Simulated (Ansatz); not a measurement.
`O[SiH2]/C=C/[SiH3]`, 13 atoms. Charge 0, multiplicity 1. All runs use 4 threads of a server CPU on a shared host. Correlated methods freeze the cores.

Give the basis size and wall time and peak host memory of each of these runs in Ansatz. direct RPA on PBE orbitals/def2-TZVPP energy; RKS PBE0-D4/def2-TZVP relaxation (7 steps); RKS r2SCANh-D4/def2-TZVPP energy; RKS ωB97M-V/def2-TZVPP energy and forces; RHF-MP2/def2-QZVPP energy; RHF-CCSD(T)/def2-SVP energy; RKS BHLYP-D4/def2-TZVPP energy; RHF-CCSD(T)/def2-TZVPP energy; RKS PBE0-D4/def2-TZVP frequencies; RKS ωB97M-V/def2-SVP energy; RKS PBE0-D4/def2-SVP energy; RKS ωB97M-V/def2-QZVPP energy. (Estimate.)

The calculation gave: Other jobs shared the machine, so times are rough.

```tsv
level	job	functions	wall time	peak host memory (GiB)
RKS PBE0-D4/def2-SVP	energy	118	1 s	0.28
RKS BHLYP-D4/def2-TZVPP	energy	289	3.8 s	0.84
RKS ωB97M-V/def2-SVP	energy	118	4.2 s	0.39
RKS r2SCANh-D4/def2-TZVPP	energy	289	6 s	0.83
direct RPA on PBE orbitals/def2-TZVPP	energy	289	6 s	0.75
RHF-CCSD(T)/def2-SVP	energy	118	7.5 s	0.6
RKS ωB97M-V/def2-TZVPP	energy and forces	289	14 s	1.2
RKS ωB97M-V/def2-QZVPP	energy	551	21 s	2.7
RKS PBE0-D4/def2-TZVP	relaxation (7 steps)	215	27 s	0.6
RHF-MP2/def2-QZVPP	energy	551	38 s	3.9
RKS PBE0-D4/def2-TZVP	frequencies	215	2.9 min	0.6
RHF-CCSD(T)/def2-TZVPP	energy	289	4.1 min	8.6
```
